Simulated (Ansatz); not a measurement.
Input file for Ansatz (a first-principles code): R-SVWN5/def2-TZVPP on H2 (SMILES [H][H]).

Ansatz 0.2 input:
```yaml
crystal:
  periodic: [false, false, false]
  atoms:
    - {symbol: H, position_ang: [0.00000000, -0.00000000, 0.38043305]}
    - {symbol: H, position_ang: [-0.00000000, 0.00000000, -0.38043305]}
basis:
  gaussian:
    orbitals: def2-TZVPP
hamiltonian:
  xc: {name: SVWN5}
scf: {lower_state_search: off}
```

The log:

```
WARN ansatz: RAYON_NUM_THREADS=4 ignored (pool sized by the plan → 4); use --threads N
Functional definition: SVWN5
these checks for a lower state are left out or cut short: stability, starts, cluster_reference, orbital_swaps, neighbouring_geometries, increment
integrals: 0.00 GiB planned
118 factors; their error is unknown
mean field: 0.05 GiB planned
mean field evaluation 1: about -30.6176 eV, gradient 9.7e0 eV
mean field evaluation 2: about -30.9087 eV, gradient 3.3e0 eV
mean field evaluation 4: about -30.9472 eV, gradient 4.1e-2 eV
mean field evaluation 8: about -30.9459 eV, gradient 4.4e-5 eV
mean field -30.94587633 eV, -1.1372399791 hartree, gradient 1.1e-6 eV, S^2 0.000000; 0 other end points of the search recorded, 0 dependent functions left out
reference -30.94589707 eV, -1.1372407416 hartree; 1, 1 occupied and 27, 27 virtual orbitals, 118 factors
Total energy: -30.94589707 eV, -1.1372407416 hartree
Checks for a lower state left out: stability, starts, cluster_reference, orbital_swaps, neighbouring_geometries, increment
```

Self-consistency was reached.

Cost: roughly 0.15 core-seconds.
